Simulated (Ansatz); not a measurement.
These are frozen-core CCSD(T)/cc-pVQZ // PBE0-D4/def2-TZVP in Ansatz (a program for electronic structure) values and carry that method's errors.

Ansatz 0.2 input:
```yaml
crystal:
  periodic: [false, false, false]
  atoms:
    - { symbol: O, position_ang: [2.230748, -1.192198, -0.045189] }
    - { symbol: Si, position_ang: [1.33897, 0.040481, -0.040378] }
    - { symbol: Si, position_ang: [-1.009334, -0.063105, 0.013888] }
    - { symbol: H, position_ang: [1.904705, 1.425206, -0.048287] }
    - { symbol: H, position_ang: [-1.464177, -1.363943, -0.530767] }
    - { symbol: H, position_ang: [-1.561341, 1.067362, -0.778975] }
    - { symbol: H, position_ang: [-1.439571, 0.086198, 1.429706] }
basis:
  gaussian: { orbitals: cc-pVQZ }
correlation:
  method: ccsd_t
```

Output:

```
Functional definition: HF
1721 factors; integrals over basis functions are off by at most 9.7e-4 eV
mean field evaluation 1: about -17820.9808 eV, gradient 4.9e1 eV
mean field evaluation 2: about -17821.0589 eV, gradient 4.9e1 eV
mean field evaluation 4: about -17826.3534 eV, gradient 3.9e0 eV
mean field evaluation 8: about -17826.4472 eV, gradient 2.3e-1 eV
mean field evaluation 16: about -17820.9812 eV, gradient 4.9e1 eV
mean field evaluation 32: about -17820.2313 eV, gradient 1.2e1 eV
mean field -17826.44774066 eV, -655.1098712691 hartree, gradient 2.3e-6 eV, S^2 0.000000; 1 other end points of the search recorded, 0 dependent functions left out
11 core orbitals not correlated
reference -17826.44774066 eV, -655.1098712691 hartree; 9, 9 occupied and 273, 273 virtual orbitals, 1721 factors
second order -14.12166152 eV of doubles, -0.00000000 eV of singles
cycle   1  -14.18284489 eV  change   -6.1e-2 eV  update   1.2e-1
cycle   2  -14.64011382 eV  change   -4.6e-1 eV  update   5.0e-2
cycle   3  -14.82191844 eV  change   -1.8e-1 eV  update   2.7e-2
cycle   4  -14.80514470 eV  change    1.7e-2 eV  update   7.5e-3
cycle   5  -14.80209574 eV  change    3.0e-3 eV  update   3.7e-3
cycle   6  -14.80378538 eV  change   -1.7e-3 eV  update   1.4e-3
cycle   7  -14.80339826 eV  change    3.9e-4 eV  update   6.1e-4
cycle   8  -14.80329865 eV  change    1.0e-4 eV  update   2.3e-4
cycle   9  -14.80344967 eV  change   -1.5e-4 eV  update   8.9e-5
cycle  10  -14.80348169 eV  change   -3.2e-5 eV  update   3.2e-5
cycle  11  -14.80345399 eV  change    2.8e-5 eV  update   1.3e-5
cycle  12  -14.80346319 eV  change   -9.2e-6 eV  update   5.9e-6
perturbative correction -0.65839070 eV, -0.0241954119 hartree
Total energy: -17841.90959455 eV, -655.6780839191 hartree
```

Cost: about 30 core-minutes (a rough figure).
